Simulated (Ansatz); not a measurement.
Reaction (substitution at a C–Si bond): `O=C[SiH2][CH2][InH2]` + `OCS` → `O=COCS` + `[SiH3][CH2][InH2]`

Isolated molecules relaxed with PBE0-D4/def2-TZVP in Ansatz; ΔE leaves out vibrations. CBS: MP2 limit from def2 TZ/QZ plus the TZ coupled-cluster correction, frozen cores. Functionals use def2-TZVPP. B3LYP here is the variant with VWN-RPA as its local correlation; programs differ in this. Elements past krypton have def2 core potentials. For In outer-core shells are correlated without core-valence functions, which leaves a few kJ/mol of doubt a bond. Each species was taken in one conformer, which may not be the lowest.

| level | ΔE (kJ/mol) | difference from CCSD(T)/CBS |
| --- | --- | --- |
| PBE-D4 | -64.6 | -6.7 |
| r2SCAN-D4 | -71.3 | -13.4 |
| PBE0-D4 | -65.7 | -7.8 |
| B3LYP-D4 | -64.3 | -6.4 |
| ωB97X-V | -68.6 | -10.7 |
| ωB97M-V | -64.1 | -6.2 |
| B2PLYP | -66.7 | -8.8 |
| PBE | -65.0 | -7.1 |
| r2SCAN | -71.4 | -13.5 |
| PBE0 | -66.1 | -8.2 |
| B3LYP | -64.9 | -7.0 |
| HF/def2-TZVPP | -71.1 | -13.2 |
| MP2/def2-TZVPP | -66.8 | -8.9 |
| SCS-MP2/def2-TZVPP | -65.2 | -7.3 |
| CCSD/def2-TZVPP | -62.3 | -4.4 |
| CCSD(T)/def2-TZVPP | -63.8 | -5.9 |
| HF/def2-QZVPP | -70.2 | -12.3 |
| MP2/def2-QZVPP | -63.1 | -5.2 |
| SCS-MP2/def2-QZVPP | -61.4 | -3.5 |
| HF/CBS(def2) | -70.1 | -12.2 |
| MP2/CBS(def2) | -60.9 | -3.0 |
| CCSD/CBS(def2) | -56.4 | 1.5 |
| CCSD(T)/CBS | -57.9 | 0 |

Largest T1 diagnostic among the species: 0.015.

In def2-TZVPP, CCSD(T) changes the Hartree–Fock value by +7.3 kJ/mol (the triples alone add −1.6 kJ/mol) and MP2 by +4.3 kJ/mol.
